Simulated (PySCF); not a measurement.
# From computed data to an observable: oscillator strength and radiative lifetime

CH₅FGeO, SMILES C[O][GeH2][F].

The structure is a stationary point at ωB97X-D3(BJ)/def2-SVP. The structure was generated by enumeration, and PubChem lists no compound with its InChIKey, so it may never have been made. The values are those of a single conformer.

PySCF with TDA-PBE/def2-SVPD puts the first singlet state with f over 0.02 at 7.33 eV (vertical), with the transition dipole (-0.242, -0.361, 0.243) in atomic units.

Problem. Find the oscillator strength, the wavelength and the radiative lifetime that this transition would have in vacuum if emission retraced absorption.

Solution. 
|μ|² = 0.2479 au, so |μ| = 1.27 D. ΔE = 7.33/27.211 = 0.2694 hartree. f = (2/3) ΔE |μ|² = 0.045 (the program prints 0.045).
λ = 1239.84/7.33 = 169 nm; ν = 59120 cm⁻¹.
Einstein's coefficient A = 0.6670 ν² f s⁻¹ (ν in cm⁻¹) = 1.0e8 s⁻¹, so τ = 1/A = 9.6 ns. This state is S6; the lower singlets have f = 0.019, 0.002, 0.012, 0.006, 0.010. The figure is the radiative limit of this one transition; relaxation, internal conversion, crossing to triplets and a medium change what is measured.
